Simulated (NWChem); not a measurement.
# Atomisation of OSe

```
O
Se 1 1.6419
```
Charge 0, spin multiplicity 3.

Everything below was run with NWChem. The geometry was optimised at UPBE0/def2-SVP, a minimum by its harmonic frequencies.

Basis set: def2-TZVP. The atomisation energy is electronic alone: no zero-point, thermal, spin-orbit or counterpoise terms. No value is extrapolated to the basis-set limit. Free atoms are single determinants with multiplicities O 3, Se 3. Correlated methods freeze the same cores in atoms and molecule, 10 orbitals in all.

```
method                        atomisation energy (kcal/mol)  relative cost
----------------------------  -----------------------------  -------------
LC-wPBE (omega 0.3 per bohr)                          110.4             10
M06-2X                                                 96.4        under 3
MP2                                                   109.0              3
HF                                                     29.7        under 3
CCSD(T)                                                99.6             10
B3LYP                                                 106.3        under 3
BLYP                                                  116.6        under 3
PBE                                                   121.6        under 3
PBE0                                                  105.1              1
```

The values span 91.9 kcal/mol, from HF (lowest) to PBE (highest). Costs are rough ratios of processor time within this set of runs, SCF included, with PBE0 as 1. Costs are the molecule's.

The Hamiltonian is non-relativistic. B3LYP has NWChem's definition, with VWN1-RPA local correlation. GW and range-separated runs recompute their integrals, the others keep them in memory, which bears on the times. The structure started from a generated list of species. The unpaired electrons of the parent sit in orbitals of symmetry b1 and b2 (C2v labels of the run); other states weren't searched. The stability of the SCF solutions was not checked. Open-shell Hartree-Fock references start from PBE0 orbitals; any time given for them includes that run. Coupled-cluster values serve here as a point of comparison, not as the truth.
